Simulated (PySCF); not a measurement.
**Unknown compound**

An unknown has the formula C$_{2}$H$_{2}$F$_{3}$NO. Its calculated NMR data are:

¹H NMR (400 MHz, computed): δ 5.71 (br, 1H), 4.57 (br, 1H).

¹³C{¹H} NMR (computed): δ 160.1 (q, J = 40.4 Hz), 120.2 (q, J = 359.7 Hz).

Theoretical values (PySCF): PBE0-D3(BJ)/def2-SVP structure, shielding tensors at PBE0/pcSseg-1 (GIAO), spin–spin couplings from B3LYP/pcJ-1. Fast rotation and ring inversion assumed for equivalent nuclei, in vacuum, no relativistic terms, a single conformation.

Shifts are taken against calculated references (same method and geometry level): ¹H and ¹³C against TMS.

Q: Deduce the structure.

A: 
- The formula gives 1 degree of unsaturation (no ring in the answer).
- 2 carbon signals for 2 carbons: no two carbons are equivalent.
- Carbon types of the structure: 2 × C, leaving 2 H on heteroatoms.
- δC 160.1: amide carbonyl carbon; it is a carbonyl in resonance with an O or N lone pair, the region of acids, esters and amides.
- δC 120.2: CF3 carbon; 3 electronegative neighbours deshield it.
- δH 5.71, 4.57: hydrogen on an amide-type nitrogen; exchangeable; this is the value without hydrogen bonding to other molecules.

These data were computed for SMILES O=C(N)C(F)(F)F.

The shifts were computed for this structure.

The OH or NH signal is concentration- and solvent-dependent in practice; the value given is the gas-phase one. Rotation about the amide-type C–N bond is slow at room temperature, so the two groups on nitrogen are listed apart. Common functionals overestimate the size of one-bond C–F couplings by tens of Hz; these are unscaled. Shifts are as computed. Against solution values, carbons near 30 ppm lie about +2 ppm off and those near 130 ppm about +5 ppm. Of 1211 compounds with measured shifts, 218 miss one by over three times the rms of a fit or turn the order of signals round; such compounds aren't used in these exercises. The C=O carbon of an acid or of an amide with N–H lies up to 10 ppm further downfield in solution, through hydrogen bonding that the calculation lacks.
